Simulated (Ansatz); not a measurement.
`C/[C]([AlH2])=C\O` + H₂ → `C=[C](C)[AlH2]` + H₂O at 600 K and 1 bar (hydrogenolysis of a C–O bond).

Gas-phase electronic energies from Ansatz, PBE0-D4/def2-TZVP geometries. CBS: MP2 limit from def2 TZ/QZ plus the TZ coupled-cluster correction, frozen cores. This one scheme is used for every species. One conformer a species, not always the lowest.

```
            species  CCSD(T)/CBS energy (Eh)  H − E (kJ/mol)  S (J/(mol·K))
`C/[C]([AlH2])=C\O`               -435.52476           298.7          445.1
                 H₂                 -1.17544            43.9          150.8
   `C=[C](C)[AlH2]`               -360.34570           275.7          410.5
                H₂O                -76.37941            76.8          212.8
```

H − E and S are ideal-gas, rigid-rotor, harmonic terms from PBE0-D4/def2-TZVP, for one conformer and one mirror image of each species. For small species the MP2-based limit differs from directly extrapolated CCSD(T) by up to some mEh (0.8 for H₂); such offsets cancel only in part. 1 Eh = 2625.50 kJ/mol, R = 8.31446 J/(mol·K).

Problem. By hand: ΔE, ΔH, ΔS and ΔG.

Solution. ΔE = (-360.34570) + (-76.37941) − (-435.52476) − (-1.17544) = -0.02491 Eh = -65.4 kJ/mol. Δ(H − E) = 275.7 + 76.8 − 298.7 − 43.9 = 9.9, so ΔH = -55.5 kJ/mol. ΔS = 410.5 + 212.8 − 445.1 − 150.8 = 27.4 J/(mol·K). ΔG = -55.5 − 600 × (27.4)/1000 = -71.9 kJ/mol.

Problem. By hand: the equilibrium constant, and the temperature at which ΔG would vanish if ΔH and ΔS stayed fixed.

Solution. log₁₀ K = −ΔG/(RT ln 10) = 6.3. ΔH and −TΔS have one sign here, so there is no such temperature.

ΔH outweighs TΔS. A doubt of 5 kJ/mol in ΔE shifts log₁₀ K by 0.4 here. Other conformers and mirror images would add mixing entropy, several J/(mol·K) or more a flexible species. These are equilibria of isolated gas molecules and say nothing of rates. Largest T1 diagnostic: 0.012 (customary marks: 0.02 for closed shells, 0.045 for open ones).
